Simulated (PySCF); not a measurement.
Job for PySCF: R-HF/STO-3G on dimethyl selenide (SMILES C[Se]C), a point of a torsion scan.

```python
from pyscf import gto, scf, dft, mp
from pyscf.data.elements import chemcore

mol = gto.M(
    atom='''
    C     1.45865663   -0.07892442    0.06373667
    Se    0.18492632    0.35713722   -1.35370469
    C    -1.29872644   -0.72780014   -0.69217019
    H     1.90719015   -1.05020352   -0.13140386
    H     2.23086759    0.68556325    0.05761737
    H     0.93735699   -0.07399444    1.01685304
    H    -0.98851018   -1.76876188   -0.64084780
    H    -2.12239510   -0.61906884   -1.39181131
    H    -1.59351171   -0.36656154    0.29024724
    ''',
    basis='sto-3g',
    charge=0, spin=0, verbose=3, max_memory=1800)
mf = scf.RHF(mol)
mf.conv_tol = 1e-8
mf.max_cycle = 100
mf.kernel()
if not mf.converged:
    mf = mf.newton().run(mf.mo_coeff, mf.mo_occ)
```

Output:

```
converged SCF energy = -2451.86204506474
```

Self-consistency was reached.

Cost: around 0.26 core-seconds (rough).
